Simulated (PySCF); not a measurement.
Compound: C₅H₇F₃O.
Cartesian coordinates in Å at the PBE0-D3(BJ)/def2-SVP level; atoms count from 1:
```
atom  x, y, z in Å
F1    -2.079   -0.795    1.475
C2    -1.412    0.249    0.973
F3    -0.570    0.673    1.925
F4    -2.299    1.229    0.763
C5    -0.687   -0.114   -0.299
C6     0.406   -1.172   -0.076
C7     1.682   -0.340   -0.146
O8     1.404    0.638   -1.116
C9     0.096    1.088   -0.883
H10   -1.461   -0.471   -0.994
H11    0.285   -1.724    0.867
H12    0.387   -1.901   -0.898
H13    2.567   -0.907   -0.466
H14    1.898    0.123    0.838
H15    0.091    1.932   -0.166
H16   -0.324    1.448   -1.832
```

Definitions: NICS(0) = −σiso at the ring centroid; NICS(1) = −σiso and NICS(1)zz = −σzz at ±1 Å along the ring normal z. Level: GIAO PBE0/pcSseg-1 (PySCF, non-relativistic, gas phase) on the PBE0-D3(BJ)/def2-SVP geometry, one conformer.

Ring bond lengths (Å), with Mayer bond orders in brackets: C5–C6 1.537 (1.00), C6–C7 1.525 (1.02), C7–O8 1.405 (0.93), O8–C9 1.403 (0.95), C9–C5 1.549 (0.96).

Question: What do the NICS probes read (ppm)?

Answer: 
| ring | type | NICS(0) | NICS(1), two faces | NICS(1)zz, two faces | rms pucker (Å) | centre to ring atoms, mean (Å) |
| --- | --- | --- | --- | --- | --- | --- |
| C5–C6–C7–O8–C9 | 5-membered ring with O; formal bonds all single | -7.6 | -4.2 / -3.5 | -7.6 / -6.0 | 0.17 | 1.24 |

Question: What can be read from them?

Answer: 
- C5–C6–C7–O8–C9: mean NICS(1)zz -6.8 ppm, shielded. C5, C6, C7, C9 have four or more neighbours; no verdict on aromaticity is drawn.

Question: What field does 1 T along the ring normal induce along that normal at the first NICS(1) probe listed for ring C5–C6–C7–O8–C9, 1 Å off the ring?

Answer: NICSzz × B0 = -7.6 ppm × 1 T = -8 μT, against the applied field.

Question: How shielded are the nuclei of the rings and their hydrogens (means over atoms taken as equivalent)?

Answer: 
```
atoms                 environment  σ isotropic (ppm)
   C5               sp3 CH carbon              139.6
   C6             ring CH2 carbon              154.2
   C7  sp3 carbon bound to oxygen              115.2
   O8         cyclic ether oxygen              276.2
   C9  sp3 carbon bound to oxygen              115.6
  H10            methine hydrogen              28.77
  H11          methylene hydrogen              29.43
  H12          methylene hydrogen              29.50
  H13          methylene hydrogen              27.39
  H14          methylene hydrogen              27.89
  H15          methylene hydrogen              27.63
  H16          methylene hydrogen              27.18
```

Question: How do the values depend on the level or the medium?

Answer: 
```csv
level,"NICS(0), C5–C6–C7–O8–C9","mean NICS(1)zz, C5–C6–C7–O8–C9"
"PBE0/pcSseg-1, gas",-7.6,-6.8
"wB97X-D/pcSseg-1, gas",-7.4,-6.6
```

The geometry is the same throughout.
